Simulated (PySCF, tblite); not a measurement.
Isomers of C7H12SSi, one GFN2-xTB conformer each. Single-point energies are computed at PBE0/pcSseg-1 (PySCF, gas phase, no added dispersion term), electronic only.

Question: Rank them by PBE0/pcSseg-1 energy, lowest first (kcal/mol).
A. `[CH3:1][C:2](=[S:3])[C@@H:4]1[CH2:5][CH:6]=[CH:7][SiH2:8][CH2:9]1` with C1–C2–C4–C5 45°, C2–C4–C5–C6 173°, C4–C5–C6–C7 30°, C6–C7–Si8–C9 1°, C7–Si8–C9–C4 -32°
B. `[CH:1]#[C:2][C@@:3]1([SiH3:4])[CH2:5][CH2:6][CH2:7][S:8][CH2:9]1` with C2–C3–C5–C6 61°, C3–C5–C6–C7 63°, C5–C6–C7–S8 -65°, C6–C7–S8–C9 57°

Answer: A (0.0), B (29.8).

As drawn, the lower has a C=S bond and a C=C bond outside aromatic rings, which the higher lacks; the higher has a C≡C bond, which the lower lacks. GFN2-xTB itself gives, in the same order: 0.0, 9.8. Both levels put the same isomer lowest.

Q: Which frontier levels, dipoles and rotational constants go with these structures?

A: 
```csv
SMILES,"HOMO (eV, PBE0/pcSseg-1)",LUMO (eV),dipole (D),"A, B, C (MHz)"
CC(=S)[C@@H]1CC=C[SiH2]C1,-6.21,-1.89,2.99,"2132, 689.7, 615.9"
C#C[C@@]1([SiH3])CCCSC1,-6.28,0.40,1.81,"1724, 880.5, 848.6"
```

Q: What happens when harmonic zero-point energies from GFN2-xTB frequencies are added?

A: 
```json
{"SMILES": "CC(=S)[C@@H]1CC=C[SiH2]C1", "ZPE (kcal/mol)": "103.8", "electronic (kcal/mol)": "0.0", "with ZPE (kcal/mol)": "0.0"}
{"SMILES": "C#C[C@@]1([SiH3])CCCSC1", "ZPE (kcal/mol)": "101.8", "electronic (kcal/mol)": "29.8", "with ZPE (kcal/mol)": "27.7"}
```

The zero-point energies span 2.0 kcal/mol. The order is unchanged.
